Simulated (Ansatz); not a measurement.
Z-matrix (Å, degrees):
```
C
B 1 1.561
H 1 1.091 2 113.4
H 1 1.096 2 110.2 3 -122.1
H 1 1.096 2 110.2 3 122.1
O 2 1.347 1 119.7 3 -0.2
H 2 1.208 1 121.9 3 179.8
C 6 1.418 2 122.3 1 179.2
C 8 1.509 6 110.3 2 -113.6
H 8 1.096 6 109.7 2 8.9
H 8 1.094 6 107.2 2 126.1
H 9 1.092 8 110.6 6 -56.8
H 9 1.092 8 110.8 6 63.4
H 9 1.093 8 110.2 6 -176.7
```

Total charge 0; spin multiplicity 1.

(1) List the r2SCAN/def2-TZVPP orbital energies in eV (Ansatz 0.2.0). (Best estimate.)

## Answers

(1) Ansatz gave: Occupied: -516.17, -274.47, -272.91, -272.06, -180.38, -27.21, -19.79, -17.90, -16.19, -13.53, -12.23, -11.07, -10.78, -9.91, -9.83, -9.60, -9.14, -8.22, -7.72, -7.15. Lowest empty: -0.34, 1.35, 1.78, 2.27, 2.58, 2.98, 3.34, 3.43.
